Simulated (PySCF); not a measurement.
(E)-1-bromo-2-fluoroprop-1-ene (C₃H₄BrF), SMILES C/C(F)=C\Br.

Coordinates come from a B3LYP-D3(BJ)/def2-SVP optimisation.

All values below come from PBE0/def2-TZVP (PySCF).

Computed frontier levels, gap, dipole moment and polarisability:
- highest occupied level = -7.05 eV
- lowest empty level = -0.03 eV
- orbital gap = 7.02 eV
- dipole moment = 0.99 D
- quadrupole, principal values (traceless, Buckingham form, about the centre of nuclear charge) = -4.56, -1.45, 6.01 D·Å
- mean static polarisability = 56.6 bohr³ (8.39 Å³)
- polarisability, principal values = 39.8, 52.7, 77.5 bohr³
